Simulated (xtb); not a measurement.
Species: C$_{3}$H$_{9}$B, SMILES `CB(C)C` (charge 0, multiplicity 1).

Q: Give a relaxed geometry from GFN2-xTB (xtb 6.7.1).

A: the end point of this relaxation (outside a Z-matrix the atoms follow the SMILES, hydrogens last).
Bonded distances (Å): C1–B2 1.578, C1–H5 1.089, C1–H6 1.087, C1–H7 1.090, B2–C3 1.578, B2–C4 1.578, C3–H8 1.090, C3–H9 1.089, C3–H10 1.087, C4–H11 1.088, C4–H12 1.090, C4–H13 1.089. Bond angles (°): B2–C1–H5 112.2, B2–C1–H6 114.2, B2–C1–H7 109.1, H5–C1–H6 108.1, H5–C1–H7 105.7, H6–C1–H7 107.1, C1–B2–C3 120.2, C1–B2–C4 120.0, C3–B2–C4 119.8, B2–C3–H8 109.6, B2–C3–H9 111.5, B2–C3–H10 114.4, H8–C3–H9 105.6, H8–C3–H10 107.3, H9–C3–H10 107.9, B2–C4–H11 114.2, B2–C4–H12 109.1, B2–C4–H13 112.1, H11–C4–H12 107.1, H11–C4–H13 108.1, H12–C4–H13 105.8.
